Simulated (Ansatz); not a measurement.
CH₆OSSi, SMILES `OCS[SiH3]`, relaxed with RKS PBE0-D4/def2-TZVP in Ansatz 0.2.0 from a PBE-D4/def2-SVP geometry. The force threshold is 0.005 eV/Å; the program also tests the step.

Charge 0, multiplicity 1.

Start:

```xyz
10

O    -1.119    0.960   -1.460
C    -1.386    0.069   -0.432
S    -0.622    0.508    1.234
Si    1.355   -0.258    0.880
H    -0.173    0.885   -1.688
H    -2.475    0.097   -0.234
H    -1.099   -0.985   -0.661
H     2.256    0.290    1.948
H     1.851    0.199   -0.474
H     1.413   -1.765    0.888
```

Task: How much energy does the relaxation release, and in how many steps? (An estimate is asked.)

Result: The calculation gave: 0.05 eV, in 10 steps.

Task: Which bonds change most? (An estimate is asked.)

Result: The calculation gave: C2–S3 from 1.885 to 1.838 Å; S3–Si4 from 2.150 to 2.125 Å; Si4–H9 from 1.513 to 1.491 Å; Si4–H10 from 1.508 to 1.487 Å.

Task: Give the relaxed structure. (Best estimate.)

Result: Computed: 
```xyz
10

O    -1.169    0.899   -1.487
C    -1.363    0.047   -0.407
S    -0.571    0.602    1.156
Si    1.355   -0.246    0.861
H    -0.229    0.947   -1.685
H    -2.432    0.036   -0.198
H    -1.036   -0.978   -0.613
H     2.213    0.216    1.978
H     1.937    0.207   -0.435
H     1.295   -1.731    0.831
```
